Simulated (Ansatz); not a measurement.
Relaxation of BH5OSSi (9 atoms, charge 0, multiplicity 1), to a largest force component of 0.02 eV/Å in at most 50 steps.

Level of theory: UKS PBE0-D4/6-31G* in Ansatz.

```xyz
9
Properties=species:S:1:pos:R:3
Si -0.957 0.618 0.595
O 0.019 -0.624 1.087
B 0.604 -1.141 -0.148
S 2.404 -0.514 -0.688
H -1.689 1.213 1.740
H -0.213 1.746 -0.051
H -1.992 0.166 -0.357
H 0.149 -1.999 -0.739
H 1.764 0.488 -1.456
```

**Question.** Where does it end, and by what steps?

**Answer.** The forces met the threshold. After 19 steps the energy has fallen by 1.515 eV; H9 moved furthest, 1.52 Å.

```
step  energy less start (eV)  largest force component (eV/Å)  accepted
   0                  0.0000                           3.337       yes
   1                 -0.3732                           1.717       yes
   2                 -0.5629                           0.658       yes
   3                 -0.6263                           0.752       yes
   4                 -0.7462                           0.201       yes
   5                 -0.7887                           0.508       yes
   6                 -0.8249                           0.535       yes
   7                 -0.9320                           0.926       yes
   8                 -1.0645                           1.464       yes
   9                 -1.1936                           1.710       yes
  10                 -1.3246                           1.004       yes
  11                 -1.3498                           0.933       yes
  12                 -1.3926                           0.261       yes
  13                 -1.4193                           0.183       yes
  14                 -1.4579                           0.244       yes
  15                 -1.4619                           0.482       yes
  16                 -1.5091                           0.384       yes
  17                 -1.5143                           0.037       yes
  18                 -1.5146                           0.025       yes
  19                 -1.5147                           0.016       yes
```

```xyz
9
Properties=species:S:1:pos:R:3
Si -1.209 0.798 0.523
O 0.301 0.281 0.021
B 0.689 -0.921 -0.466
S 2.414 -1.235 -0.903
H -1.155 1.058 1.984
H -1.526 2.055 -0.202
H -2.234 -0.239 0.228
H -0.080 -1.827 -0.628
H 2.888 -0.017 -0.574
```

The run took 50 s on 2 threads of Arm Neoverse V2, on a shared host, peak memory 0.21 GiB.
